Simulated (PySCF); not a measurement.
silylphosphine (H5PSi), SMILES [SiH3]P.

Geometry: B3LYP-D3(BJ)/def2-TZVP.

Two levels are set side by side: TDA-PBE/def2-SVPD (PySCF) and ADC(2)/aug-cc-pVDZ (PySCF). Vertical, same geometry; the bases differ. Differences are taken from unrounded values.

| quantity | ADC(2) |
|---|---|
| lowest singlet excitation (eV) | 6.40 |

Q: What does TDA-PBE give, and how far is it from ADC(2)? (The exact figures need the calculation; the answer reports its results.)

A: 
```json
[
 {"quantity": "lowest singlet excitation (eV)", "TDA-PBE": "6.12", "TDA-PBE minus ADC(2)": "-0.28"}
]
```

Functionals without exact exchange tend to place singlet excitations lower, as here. Differences between two approximate levels are no errors against the true value.

Rough cost on one machine, each run with all the roots and properties that it gave: ADC(2) against TDA-PBE about 10 times.
